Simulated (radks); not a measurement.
Results of a calculation; reference values are marked as such.
Task: The rhodium ion Rh8+, configuration [Kr] 4d1. Level of theory: non-relativistic Kohn-Sham, BLYP, spin-polarised, spherical densities, point nucleus; open shells are filled with parallel spins first (spin-orbit coupling, left out, can overturn this in heavy ions); relativity is left out, which matters for an element this heavy (a radial shooting solver on a logarithmic mesh with Libxc functionals). Some entries of the table are withheld. Estimate them.

orbital,occ.,eigenvalue (eV),<r> (bohr)
1s down,1,-22517.68,0.03385
1s up,1,-22517.68,0.03385
2s up,1,-3325.206,0.1472
2s down,1,-3324.928,0.1472
2p up,3,-3093.473,0.1259
2p down,3,-3093.268,0.1259
3s up,1,-705.5517,0.4024
3s down,1,-705.4136,0.4024
3p up,3,-613.8804,0.3950
3p down,3,-613.7203,0.3950
3d up,5,-445.1956,0.3684
3d down,5,-444.9490,0.3683
4s up,1,-206.1416,0.9554
4s down,1,-204.8937,0.9547
4p up,3,-176.3184,1.004
4p down,3,-175.0485,1.004
4d up,1,-126.4713,1.133
4d down,0,-125.2081,1.134
5s up,0,(1),(2)
5s down,0,(3),(4)
5p up,0,-80.6802,(5)
5p down,0,-80.2720,(6)
4f up,0,-75.7112,1.460
4f down,0,-74.6797,1.474

Result: 
(1) 5s up eigenvalue (eV): -91.0630
(2) 5s up <r> (bohr): 1.939
(3) 5s down eigenvalue (eV): -90.5449
(4) 5s down <r> (bohr): 1.950
(5) 5p up <r> (bohr): 2.071
(6) 5p down <r> (bohr): 2.082
